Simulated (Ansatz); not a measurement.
System: trihydroxy(methyl)silane, CH6O3Si, net charge 0, singlet state. 
Structure (B3LYP-D3(BJ)/def2-TZVP (Ansatz, an electronic-structure program) minimum search):
```xyz
11

C      1.8066    -0.0799    -0.2468
Si    -0.0245    -0.0058     0.0132
O     -0.7691     1.0303    -1.0365
O     -0.7662    -1.4466    -0.2584
O     -0.2323     0.4273     1.5834
H      2.2786     0.8760    -0.0103
H      2.2529    -0.8393     0.3974
H      2.0414    -0.3297    -1.2828
H     -0.5156     1.9560    -1.0218
H     -1.3013    -1.5139    -1.0530
H     -1.1104     0.3239     1.9597
```

Parts of the frozen-core correlation energy in aug-cc-pV(D+d)Z (Ansatz, hartree). Frozen orbitals: 9; correlated occupied orbitals by spin: 16 and 16; virtual: 153 and 153. No spin-orbit coupling. No relativistic terms.

| term | value |
|---|---|
| reference (HF) | -555.10816 |
| MP2 opposite-spin | … |
| MP2 same-spin | -0.22195 |
| CCSD correlation | … |
| (T) | … |
| T1 diagnostic | 0.013 |
| largest doubles amplitude | 0.013 |

Q: Some entries are withheld; supply them.

A: 
- MP2 opposite-spin, value: -0.63588
- CCSD correlation, value: -0.89065
- (T), value: -0.02594
